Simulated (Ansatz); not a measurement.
Gas-phase electronic energies from Ansatz, PBE0-D4/def2-TZVP geometries. CCSD(T)/CBS adds triple-zeta CCSD(T) − MP2 to the extrapolated MP2 energy (def2 sets, frozen cores). DFT in def2-TZVPP. B3LYP here is the variant with VWN-RPA as its local correlation; programs differ in this. Elements past krypton have def2 core potentials. For Sn outer-core shells are correlated without core-valence functions, which leaves a few kJ/mol of doubt a bond. Each species was taken in one conformer, which may not be the lowest.

`[NH2][SnH2][NH2]` + `O[SiH2][SnH2][OH]` → `[NH2][SnH2][SiH2]O` + `[NH2][SnH2][OH]`  (redistribution)

`[NH2][SnH2][NH2]`:

```xyz
9

N     1.490    0.000    0.777
Sn   -0.313   -0.583    0.075
N    -0.916    1.074   -0.914
H     2.050   -0.745    1.170
H     1.439    0.747    1.457
H    -1.534   -0.878    1.242
H     0.006   -1.973   -0.878
H    -0.341    1.299   -1.716
H    -1.881    1.059   -1.213
```

`O[SiH2][SnH2][OH]`:

Cartesian coordinates in Å:
```
O 1.719 -1.071 -0.927
Si 0.140 -1.285 -0.484
Sn -0.744 0.760 0.825
O -0.784 2.323 -0.387
H 2.378 -1.047 -0.233
H -0.033 -2.515 0.342
H -0.612 -1.438 -1.752
H -2.365 0.663 1.346
H 0.268 1.178 2.151
H 0.032 2.432 -0.880
```

`[NH2][SnH2][SiH2]O`:

Z-matrix (Å, degrees):
```
Sn
Si 1 2.573
N 1 2.081 2 90.1
H 1 1.711 2 120.1 3 110.1
H 1 1.711 2 120.0 3 -109.9
O 2 1.639 1 97.5 3 0.3
H 2 1.487 1 113.4 3 118.5
H 2 1.487 1 113.3 3 -117.9
H 3 1.013 1 113.0 2 -119.7
H 3 1.013 1 113.0 2 118.8
H 6 0.986 2 111.0 1 -0.2
```

`[NH2][SnH2][OH]`:

```xyz
8

N     1.057   -1.020    0.423
Sn   -0.495    0.040   -0.287
O    -0.628    1.578    0.931
H     0.950   -2.023    0.360
H     1.967   -0.766    0.066
H    -1.890   -0.920   -0.107
H    -0.257    0.698   -1.852
H    -0.704    2.413    0.466
```

Q: Is it downhill or uphill in electronic energy at CCSD(T)/CBS, and by how much? (An estimate is asked.)

A: Computed: Downhill: ΔE = -3.1 kcal/mol.

Q: What do these levels give: PBE0-D4, B2PLYP, r2SCAN, PBE0, B3LYP, SCS-MP2/def2-TZVPP, CCSD/def2-TZVPP, CCSD(T)/def2-TZVPP, MP2/def2-QZVPP, SCS-MP2/def2-QZVPP, HF/CBS(def2), MP2/CBS(def2)? (Best estimate.)

A: Computed: PBE0-D4 -3.7, B2PLYP -2.7, r2SCAN -3.5, PBE0 -3.2, B3LYP -2.3, SCS-MP2/def2-TZVPP -2.3, CCSD/def2-TZVPP -2.2, CCSD(T)/def2-TZVPP -3.0, MP2/def2-QZVPP -3.5, SCS-MP2/def2-QZVPP -2.3, HF/CBS(def2) 1.5, MP2/CBS(def2) -3.6 kcal/mol.

Largest T1 diagnostic among the species: 0.014.

The D4 term adds −0.9 kcal/mol with B3LYP and −0.4 kcal/mol with PBE0; it sums over pairs of atoms, weighted by their polarisabilities, and B3LYP, whose exchange is more repulsive, gets the larger term. In def2-TZVPP, CCSD(T) changes the Hartree–Fock value by −4.2 kcal/mol (the triples alone add −0.8 kcal/mol) and MP2 by −4.7 kcal/mol.
